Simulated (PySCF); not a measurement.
## Ionisation energy of Br by level of theory

Br [Ar] 3d10 4s2 4p5 (2P) → Br⁺ [Ar] 3d10 4s2 4p4 (3P), as a difference of total energies. All numbers are calculated (PySCF 2.14, scalar relativity through the core potential, in cc-pVTZ-PP with ECP10MDF). Correlated levels: valence: 3s2 3p6 3d10 frozen. The calculations carry no spin-orbit coupling.

| method | ionisation energy (eV) | error (eV) |
| --- | --- | --- |
| UHF | 10.741 | -1.103 |
| M06-2X | 11.643 | -0.201 |
| MN15 | 11.551 | -0.293 |
| MP2 (valence) | 11.551 | -0.293 |
| SCS-MP2 (valence) | 11.550 | -0.294 |
| CCSD (valence) | 11.552 | -0.292 |
| CCSD(T) (valence) | 11.585 | -0.259 |

Reference: 11.844 eV (measured; NIST levels, between the centres of gravity of the two terms).

Errors of the correlated levels include the incompleteness of this basis and the frozen core.
